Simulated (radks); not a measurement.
Spherical jellium clusters: N electrons in a uniform positive sphere of charge N and radius rs N^(1/3), rs = 2.38 bohr. Method: non-relativistic Kohn-Sham, PBEsol, spin-polarised, spherical densities; computed with a radial shooting solver with Libxc functionals. Levels are named by radial order and angular momentum (1s, 1p, 1d, 2s, ...), and open shells are averaged over m.

N = 15, configuration 1s2 1p6 1d(up 5, down 1) 2s(up 1, down 0). This is the lowest configuration that the search found. Occupied and some empty levels:

| level | occupation | eigenvalue (eV) | <r> (bohr) |
|---|---|---|---|
| 1s up | 1 | -9.8186 | 3.673 |
| 1s down | 1 | -9.0892 | 3.663 |
| 1p up | 3 | -7.2139 | 4.576 |
| 1p down | 3 | -6.4646 | 4.511 |
| 1d up | 5 | -4.2511 | 5.342 |
| 2s up | 1 | -3.5953 | 5.069 |
| 1d down | 1 | -3.4214 | 5.326 |
| 2s down | 0 | -2.6694 | 5.379 |
| 1f up | 0 | -1.1708 | 6.384 |
| 2p up | 0 | -1.0393 | 7.798 |
| 1f down | 0 | -0.35851 | 6.705 |

Energy (eV): total -12.7942, kinetic 64.964, external -1196.9, Hartree 575.11, exchange-correlation -81.816, background 625.86.
